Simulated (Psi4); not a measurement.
AlI₃, charge +1, doublet, geometry from GFN2-xTB (such geometries of metal compounds can be far from the true shape) (a state made from the parent by changing its charge; the spin is typed, not shown lowest) (core potentials on I).

The Psi4 input:
```
memory 2 GB

molecule {
1 2
Al   -0.00000000   -0.00000000    0.00000000
I    -2.07224778   -1.45191554   -0.05314985
I     0.00664891    2.23940983   -1.17902243
I     2.06559887   -0.78749429    1.23217228
}

set {
  basis def2-svp
  reference uhf
  stability_analysis check
  scf_type pk
}

energy('scf')
print_variables()
```

### Question
Give the total energy at the level HF/def2-SVP (Psi4).

### Answer
-1131.6319 Eh

### Question
Estimate the number of basis functions that HF/def2-SVP returns for this input.

### Answer
96

These values belong to the state on which the SCF converged, which isn't shown to be the lowest.

### Question
Roughly what does it cost on one core?

### Answer
around 19 core-seconds (rough).
